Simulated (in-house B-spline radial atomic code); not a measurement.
A fraction x of an electron is removed from 3d in Zn V (Zn4+), starting from [Ar] 3d8 and keeping the highest spin. All numbers are computed (non-relativistic BLYP, spin-polarised, spherical fractional occupations; point nucleus) with an all-electron radial atomic-structure program (B-spline basis), not measured.

| x | E(x) - E(0) (eV) | 3d down level (eV) |
| --- | --- | --- |
| 0 | 0.0000 | -72.355 |
| 0.02 | 1.4517 | -72.817 |
| 0.14 | 10.3569 | -75.608 |
| 0.25 | 18.8158 | -78.194 |
| 0.44 | 34.1015 | -82.721 |
| 0.5 | 39.1081 | -84.167 |
| 0.62 | 49.3826 | -87.080 |
| 0.74 | 60.0084 | -90.023 |
| 0.78 | 63.6291 | -91.010 |
| 0.99 | 83.2895 | -96.247 |
| 1 | 84.2532 | -96.498 |

The exact functional would give a straight line between the two integer points. Deviations E(x) - E(0) - x[E(1) - E(0)], in eV: -0.233 at x = 0.02, -1.439 at x = 0.14, -2.248 at x = 0.25, -2.97 at x = 0.44, -3.019 at x = 0.5, -2.854 at x = 0.62, -2.339 at x = 0.74, -2.088 at x = 0.78, -0.121 at x = 0.99.

The curve lies below the straight line by up to 3.019 eV (at x = 0.5): convex, the delocalisation error that favours fractional charges.

Task: How well does Slater's transition state (minus the level at half occupation) give the ionisation energy?

Result: It gives 84.167 eV against 84.253 eV from the two total energies; NIST lists 82.60 eV, ground level to ground level.
